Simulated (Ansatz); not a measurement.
`F[SiH2]P[SiH3]` + H₂ → `[SiH3]P[SiH3]` + H–F at 400 K and 1 bar (hydrogenolysis of the Si–F bond).

Isolated molecules relaxed with PBE0-D4/def2-TZVP in Ansatz; ΔE leaves out vibrations. CCSD(T)/CBS is the MP2 limit (def2-TZVPP, def2-QZVPP) plus CCSD(T) − MP2 in def2-TZVPP, frozen cores. This one scheme is used for every species. One conformer a species, not always the lowest.

```
         species  CCSD(T)/CBS energy (Eh)  H − E (kJ/mol)  S (J/(mol·K))
`F[SiH2]P[SiH3]`              -1022.56126           179.3          402.6
              H₂                 -1.17544            38.0          139.0
 `[SiH3]P[SiH3]`               -923.30091           188.9          376.4
             H–F               -100.39570            36.5          182.2
```

H − E and S are ideal-gas, rigid-rotor, harmonic terms from PBE0-D4/def2-TZVP, for one conformer and one mirror image of each species. The MP2-based limit puts H₂ 0.8 mEh under its directly extrapolated value; such offsets cancel only in part. 1 Eh = 2625.50 kJ/mol, R = 8.31446 J/(mol·K).

Task: By hand: ΔE, ΔH, ΔS and ΔG.

Result: ΔE = (-923.30091) + (-100.39570) − (-1022.56126) − (-1.17544) = 0.04009 Eh = 105.3 kJ/mol. Δ(H − E) = 188.9 + 36.5 − 179.3 − 38.0 = 8.1, so ΔH = 113.4 kJ/mol. ΔS = 376.4 + 182.2 − 402.6 − 139.0 = 17.0 J/(mol·K). ΔG = 113.4 − 400 × (17.0)/1000 = 106.6 kJ/mol.

Task: By hand: the equilibrium constant, and the temperature at which ΔG would vanish if ΔH and ΔS stayed fixed.

Result: log₁₀ K = −ΔG/(RT ln 10) = -13.9. ΔG = 0 at ΔH/ΔS = 6671 K, far beyond where these terms or the molecules hold.

ΔH outweighs TΔS. A doubt of 5 kJ/mol in ΔE shifts log₁₀ K by 0.7 here. Other conformers and mirror images would add mixing entropy, several J/(mol·K) or more a flexible species. Modes under 60 cm⁻¹, often nearly free rotors, make the harmonic entropy too high. These are equilibria of isolated gas molecules and say nothing of rates. Largest T1 diagnostic: 0.013 (customary marks: 0.02 for closed shells, 0.045 for open ones).
